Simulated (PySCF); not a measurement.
Zn⁺: ionisation energy

Zn⁺ [Ar] 3d10 4s1 (2S) → Zn²⁺ [Ar] 3d10 (1S), as a difference of total energies. Calculation: PySCF 2.14, in Sapporo-DKH3-DZP-2012; scalar relativity by spin-free X2C-1e. Correlated levels: valence: [Ar] frozen. The calculations carry no spin-orbit coupling.

| method | ionisation energy (eV) |
| --- | --- |
| UHF | 17.001 |
| TPSS | 18.404 |
| r2SCAN | 18.539 |
| MP2 (valence) | 17.769 |
| SCS-MP2 (valence) | 17.644 |
| CCSD (valence) | 17.686 |
| CCSD(T) (valence) | 17.721 |

Errors of the correlated levels include the incompleteness of this basis and the frozen core.

Task: Which method comes closest to the reference value, and which is furthest?

Result: The reference is 17.964 eV (measured; NIST Atomic Spectra Database, ionization energies). Closest: MP2 (valence) (error -0.195 eV); furthest: UHF (error -0.963 eV).
